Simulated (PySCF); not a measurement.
C2H7NSi2, SMILES C[Si@@H]1N=C[SiH2]1.

Geometry optimised at B3LYP-D3(BJ)/def2-SVP. The structure was generated by enumeration; whether it is a known compound was not checked.

The numbers are results of TDA-CAM-B3LYP/def2-SVPD (PySCF 2.14.0), not measurements.

Vertical excitations. The molecule is in vacuum.

Computed excitation energies, oscillator strengths and character:
```tsv
state	energy (eV)	λ (nm)	f	main pairs
S1	3.69	336	0.000	HOMO→LUMO 96 %
S2	5.39	230	0.000	HOMO−1→LUMO 97 %
S3	5.61	221	0.003	HOMO→LUMO+1 92 %
S4	6.06	205	0.005	HOMO→LUMO+3 57 %, HOMO→LUMO+2 29 %
S5	6.16	201	0.009	HOMO→LUMO+2 39 %, HOMO→LUMO+3 27 %, HOMO→LUMO+4 17 %, HOMO→LUMO+5 11 %
S6	6.60	188	0.005	HOMO→LUMO+4 54 %, HOMO−1→LUMO+1 17 %, HOMO→LUMO+2 16 %
S7	6.70	185	0.038	HOMO−1→LUMO+2 45 %, HOMO−1→LUMO+3 15 %, HOMO→LUMO+4 12 %
S8	6.92	179	0.184	HOMO−1→LUMO+1 58 %
S9	7.09	175	0.083	HOMO−1→LUMO+3 65 %, HOMO−1→LUMO+2 17 %
S10	7.40	168	0.089	HOMO−1→LUMO+4 56 %
T1	2.93	424	0	HOMO→LUMO 95 %
T2	4.74	261	0	HOMO−2→LUMO 68 %, HOMO−4→LUMO 17 %
T3	5.13	242	0	HOMO−1→LUMO 90 %
T4	5.38	231	0	HOMO→LUMO+1 78 %, HOMO−1→LUMO+1 12 %
```
Triplets are in the Tamm–Dancoff approximation.
